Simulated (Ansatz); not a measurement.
Sn9Au⁺. The state is a singlet with charge 1. Geometry r2SCAN-D4/def2-SVP.

```tsv
atom	x (Å)	y (Å)	z (Å)
Au1	3.101	-0.087	-0.586
Sn2	-0.129	3.250	0.432
Sn3	-0.849	1.353	-1.628
Sn4	1.733	-2.383	0.365
Sn5	-0.121	-1.393	2.576
Sn6	-0.998	-1.659	-0.341
Sn7	-1.868	0.972	1.350
Sn8	-3.316	-0.077	-1.042
Sn9	1.287	0.840	1.243
Sn10	1.161	-0.815	-2.368
```

In the def2 sets Au, Sn take a core potential; there is no spin–orbit coupling. Another isomer (singlet) lies 0.11 eV lower at PBE0-D4/def2-SVP; other spin states weren't run for this one.

Problem. Estimate the orbital energies around the gap (eV) in Ansatz with PBE-D4/def2-SVP, r2SCAN-D4/def2-SVP, PBE0-D4/def2-SVP.

Solution. 
```csv
orbital,PBE-D4/def2-SVP,r2SCAN-D4/def2-SVP,PBE0-D4/def2-SVP
HOMO−9,-11.45,-11.78,-12.68
HOMO−8,-10.56,-10.82,-11.33
HOMO−7,-9.35,-9.60,-10.09
HOMO−6,-9.26,-9.50,-9.98
HOMO−5,-9.06,-9.29,-9.73
HOMO−4,-8.94,-9.17,-9.64
HOMO−3,-8.80,-9.03,-9.49
HOMO−2,-8.62,-8.84,-9.30
HOMO−1,-8.44,-8.66,-9.10
HOMO,-8.35,-8.55,-8.98
LUMO,-7.04,-7.09,-6.60
LUMO+1,-6.78,-6.82,-6.33
LUMO+2,-6.63,-6.65,-6.14
LUMO+3,-6.37,-6.34,-5.83
LUMO+4,-5.95,-5.94,-5.41
LUMO+5,-5.70,-5.66,-5.11
```
